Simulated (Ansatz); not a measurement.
C$_{2}$H$_{9}$ClInN, SMILES `[CH3][In-]([CH3])([NH3+])[Cl]`, 14 atoms. The species carries charge 0 and has multiplicity 1. Correlated methods include outer-core shells of In, which these sets cover unevenly. In takes the def2 core potential. All runs use 4 threads of an AMD EPYC 9R45 on a shared host. Correlated methods freeze the cores.

**Question.** Give the basis size and wall time and peak host memory of each of these runs in Ansatz. RKS PBE0-D4/def2-TZVP relaxation (12 steps); RKS ωB97X-V/def2-TZVPP energy; RKS ωB97M-V/def2-SVP energy; RKS B3LYP-D4/def2-TZVPP energy and forces; RHF-CCSD(T)/def2-SVP energy; direct RPA on PBE orbitals/def2-TZVPP energy; RKS ωB97M-V/def2-QZVPP energy; RHF-MP2/def2-QZVPP energy; RKS PBE0-D4/def2-QZVPP energy; RKS PBE-D4/def2-TZVPP energy and forces; RKS BHLYP-D4/def2-TZVPP energy; RKS PBE0-D4/def2-SVP energy. (Estimate.)

**Answer.** The calculation gave: Other jobs shared the machine, so times are rough.

| level | job | functions | wall time | peak host memory (GiB) |
| --- | --- | --- | --- | --- |
| RKS PBE0-D4/def2-SVP | energy | 131 | 0.75 s | 0.57 |
| RKS PBE-D4/def2-TZVPP | energy and forces | 311 | 1.4 s | 0.5 |
| RKS BHLYP-D4/def2-TZVPP | energy | 311 | 1.9 s | 1.1 |
| RKS ωB97M-V/def2-SVP | energy | 131 | 2 s | 0.57 |
| RKS B3LYP-D4/def2-TZVPP | energy and forces | 311 | 2.9 s | 1.2 |
| direct RPA on PBE orbitals/def2-TZVPP | energy | 311 | 3.4 s | 1 |
| RKS ωB97X-V/def2-TZVPP | energy | 311 | 4.2 s | 1.3 |
| RKS PBE0-D4/def2-QZVPP | energy | 593 | 4.9 s | 2.8 |
| RHF-CCSD(T)/def2-SVP | energy | 131 | 5.5 s | 0.98 |
| RKS ωB97M-V/def2-QZVPP | energy | 593 | 11 s | 3 |
| RHF-MP2/def2-QZVPP | energy | 593 | 14 s | 4.7 |
| RKS PBE0-D4/def2-TZVP | relaxation (12 steps) | 234 | 24 s | 0.8 |

B3LYP here is the variant with VWN-RPA as its local correlation; programs differ in this.
